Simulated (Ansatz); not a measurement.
The Br⁻ ion.

Total charge -1; spin multiplicity 1.

Problem. List the CAM-B3LYP/def2-TZVPPD orbital energies in eV (Ansatz). (Best estimate.)

Solution. Ansatz gave: Occupied: -13132.87, -1694.35, -1526.07, -1526.07, -1526.07, -230.41, -171.20, -171.20, -171.20, -65.55, -65.55, -65.55, -65.55, -65.55, -14.75, -2.36, -2.36, -2.36. Lowest empty: 5.47, 5.47, 5.47, 7.19, 9.75, 9.75, 9.75, 9.75.
